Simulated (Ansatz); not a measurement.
Geometry optimisation, RKS PBE/def2-SVP in Ansatz.

input.yaml

```yaml
crystal:
  periodic: [false, false, false]
  atoms:
    - { symbol: B, position_ang: [0.016223, 0.131184, 0.054217] }
    - { symbol: F, position_ang: [-0.083158, 0.577257, 1.299464] }
    - { symbol: F, position_ang: [1.206471, 0.048877, -0.524795] }
    - { symbol: F, position_ang: [-1.082647, -0.085445, -0.656913] }
    - { symbol: P, position_ang: [0.163851, -2.813943, 1.077066] }
    - { symbol: H, position_ang: [-0.66223, -2.526448, -0.064127] }
    - { symbol: H, position_ang: [1.372647, -2.426501, 0.401755] }
    - { symbol: H, position_ang: [-0.025657, -1.52038, 1.650732] }
basis:
  gaussian: { orbitals: def2-SVP }
hamiltonian:
  xc: pbe
relax:
  f_tol: 0.03
  max_steps: 50
```

Run as:

```bash
$ ansatz run input.yaml --threads 2 --pin off --max-ram 3072MiB --backend cpu --events-out ev --progress --plain --runs-dir out
```

Problem. Where does it end, and by what steps?

Solution. The forces met the threshold. After 12 steps the energy has fallen by 0.116 eV; H8 moved furthest, 0.52 Å.

| step | energy less start (eV) | largest force component (eV/Å) | accepted |
| --- | --- | --- | --- |
| 0 | 0.0000 | 0.512 | yes |
| 1 | -0.0747 | 0.704 | yes |
| 2 | -0.0988 | 0.368 | yes |
| 3 | -0.1053 | 0.312 | yes |
| 4 | -0.1082 | 0.236 | yes |
| 5 | -0.0960 | 0.800 | no |
| 6 | -0.1125 | 0.087 | yes |
| 7 | -0.1140 | 0.122 | yes |
| 8 | -0.1149 | 0.111 | yes |
| 9 | -0.1153 | 0.088 | yes |
| 10 | -0.1146 | 0.157 | no |
| 11 | -0.1161 | 0.041 | yes |
| 12 | -0.1163 | 0.002 | yes |

```xyz
8
Properties=species:S:1:pos:R:3
B 0.027 0.357 -0.061
F -0.136 0.770 1.187
F 1.245 0.271 -0.576
F -1.029 0.066 -0.806
P 0.228 -3.083 1.067
H -0.743 -2.620 0.108
H 1.311 -2.421 0.384
H 0.002 -1.956 1.935
```

The run took 15 s on 2 threads of Arm Neoverse V2, with other jobs on the host, peak memory 0.12 GiB.
